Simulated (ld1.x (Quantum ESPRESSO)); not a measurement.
# Se (Z = 34): one change to a TM potential, before and after

ld1.x (Quantum ESPRESSO) 7.5 input, shortened:

```
&input
   title='Se', zed=34., rel=1, dft='PBESOL', iswitch=3,
   config='[Ar] 3d10 4s2 4p4'
 /
 &inputp
   pseudotype=2, tm=.true., lloc=-2, rcloc=1.40,
   nlcc=.true.
 /
3
4S  1  0   2.00   0.00  1.55  1.55  0.0
4P  2  1   4.00   0.00  1.40  1.40  0.0
3D  3  2  10.00   0.00  0.85  0.85  0.0
 &test
   configts(1)='3d10 4s2 4p4'
 /
```

All-electron outer shells of the reference configuration (PBEsol, scalar-relativistic, ld1.x):

| shell | level (eV) | outermost node (bohr) | outermost maximum (bohr) |
| --- | --- | --- | --- |
| 3s | -213.09 | 0.24 | 0.50 |
| 3p | -152.76 | 0.21 | 0.50 |
| 3d | -53.12 | – | 0.45 |
| 4s | -17.29 | 0.70 | 1.51 |
| 4p | -6.51 | 0.74 | 1.80 |

Change: local potential the s channel.

Cutoffs: the cutoffs (Ry, on a coarse ladder) from which the occupation-weighted sum of valence levels, in a spherical-Bessel basis at the reference potential, stays within 10 and 1 mRy of its value at 400 Ry; they do not see the model core or the augmentation charge, which bear on the density cutoff. Errors are all-electron minus pseudo energies relative to the spin-unpolarised reference configuration.

Predict the effect on cutoff, ghosts and configuration errors.

A bound ghost appears in p, which as a rule spoils a file; of the 7 tests that both files solve, the error grows in 4 and shrinks in 3 by more than 15 % and 0.3 meV (median size 1.3 → 3.7 meV); the range in which the s phases agree widens (upper end 2.9 → at the end of the scan). In the separable form a ghost depends on how the local part lies against the semilocal potential of the channel, so the choice of the local part can create or remove one.

| quantity | base | changed |
| --- | --- | --- |
| cutoff, loose | over 300 Ry | over 300 Ry |
| cutoff, tight | over 300 Ry | over 300 Ry |
| loose cutoff by channel (10 mRy a level) | s 18 Ry, p 10 Ry, d 300 Ry | p 25 Ry, d 300 Ry, s 21 Ry |
| bound ghosts | none | p |
| error for 3d10 4s2 4p3, meV [ΔE 10.85 eV] | +1.3 | -1.8 |
| error for 3d10 4s2 4p2, meV [ΔE 31.22 eV] | +10.0 | -4.2 |
| error for 3d10 4s2 4p1, meV [ΔE 62.12 eV] | +25 | -3.7 |
| error for 3d10 4s0 4p6, meV [ΔE 21.98 eV] | 0.0 | -9.2 |
| error for 3d10 4s1 4p5, meV [ΔE 10.89 eV] | -0.5 | -2.6 |
| error for 3d10 4s2 4p3.5, meV [ΔE 4.31 eV] | 0.0 | -0.7 |
| error for 3d10 4s2 4p0, meV [ΔE 104.33 eV] | +33 | +9.6 |
| s: phases at 1.70 bohr within 0.05 rad from the reference energy up to (Ry; the scan ends near 5) | 2.9 | to the end of the scan |
| p: phases at 1.70 bohr within 0.05 rad from the reference energy up to (Ry; the scan ends near 5) | 4.2 | to the end of the scan |
| d: phases at 1.70 bohr within 0.05 rad from the reference energy up to (Ry; the scan ends near 5) | 0.3 | -0.5 |

 A true bound ghost makes a file unfit for plane-wave use even where its test errors are small: the radial tests pick states by their node count and pass the ghost by.
